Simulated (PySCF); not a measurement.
Isomers of C5H9F3O, mass 142.061 u with the commonest isotopes. Computed with PBE0/pcSseg-1 in PySCF (dipole) on a GFN2-xTB geometry, gas phase. One conformer each, none proved a minimum here; rigid rotors.

Question: Order these by rotational constant A, largest first.
A. `[CH3:1][CH2:2][C:3]([F:4])([F:5])[CH2:6][O:7][CH2:8][F:9]` with C1–C2–C3–F4 -60°, C2–C3–C6–O7 -46°, C3–C6–O7–C8 -85°, C6–O7–C8–F9 -70°
B. `[CH3:1][CH2:2][O:3][CH2:4][CH2:5][C:6]([F:7])([F:8])[F:9]` with C1–C2–O3–C4 -70°, C2–O3–C4–C5 -170°, O3–C4–C5–C6 180°
C. `[CH3:1][CH:2]([CH3:3])[O:4][CH2:5][C:6]([F:7])([F:8])[F:9]` with C1–C2–O4–C5 -127°, C2–O4–C5–C6 -74°
D. `[CH3:1][CH2:2][C@@H:3]([O:4][CH2:5][F:6])[CH:7]([F:8])[F:9]` with C1–C2–C3–O4 69°, C2–C3–O4–C5 -143°, C3–O4–C5–F6 70°, C2–C3–C7–F8 58°

Answer: B (3816 MHz), C (3117 MHz), A (2965 MHz), D (1814 MHz).

Question: Order these by out-of-plane moment Σ m c² = (Ia + Ib − Ic)/2, smallest first.
A. `[CH3:1][CH:2]([CH3:3])[O:4][CH2:5][C:6]([F:7])([F:8])[F:9]` with C1–C2–O4–C5 -127°, C2–O4–C5–C6 -74°
B. `[CH3:1][CH2:2][O:3][CH2:4][CH2:5][C:6]([F:7])([F:8])[F:9]` with C1–C2–O3–C4 -70°, C2–O3–C4–C5 -170°, O3–C4–C5–C6 180°
C. `[CH3:1][CH2:2][C:3]([F:4])([F:5])[CH2:6][O:7][CH2:8][F:9]` with C1–C2–C3–F4 -60°, C2–C3–C6–O7 -46°, C3–C6–O7–C8 -85°, C6–O7–C8–F9 -70°
D. `[CH3:1][CH2:2][C@@H:3]([O:4][CH2:5][F:6])[CH:7]([F:8])[F:9]` with C1–C2–C3–O4 69°, C2–C3–O4–C5 -143°, C3–O4–C5–F6 70°, C2–C3–C7–F8 58°

Answer: D (34.68 u·Å²), B (54.11 u·Å²), A (59.17 u·Å²), C (68.04 u·Å²).

Question: Order these by rotational constant C, largest first.
A. `[CH3:1][CH:2]([CH3:3])[O:4][CH2:5][C:6]([F:7])([F:8])[F:9]` with C1–C2–O4–C5 -127°, C2–O4–C5–C6 -74°
B. `[CH3:1][CH2:2][O:3][CH2:4][CH2:5][C:6]([F:7])([F:8])[F:9]` with C1–C2–O3–C4 -70°, C2–O3–C4–C5 -170°, O3–C4–C5–C6 180°
C. `[CH3:1][CH2:2][C:3]([F:4])([F:5])[CH2:6][O:7][CH2:8][F:9]` with C1–C2–C3–F4 -60°, C2–C3–C6–O7 -46°, C3–C6–O7–C8 -85°, C6–O7–C8–F9 -70°

Answer: A (878.9 MHz), C (833.2 MHz), B (630.9 MHz).

```csv
SMILES,point group,Ia (u·Å²),Ib (u·Å²),Ic (u·Å²),κ,μa (D),μb (D),μc (D)
CCC(F)(F)COCF,C1,170.47,572.14,606.52,-0.95,0.82,1.76,0.61
CC(C)OCC(F)(F)F,C1,162.12,531.24,575.01,-0.94,1.53,0.96,0.96
CCOCCC(F)(F)F,C1,132.45,776.84,801.07,-0.99,2.38,0.03,0.27
CC[C@@H](OCF)C(F)F,C1,278.66,406.02,615.32,-0.15,0.00,0.40,1.11
```
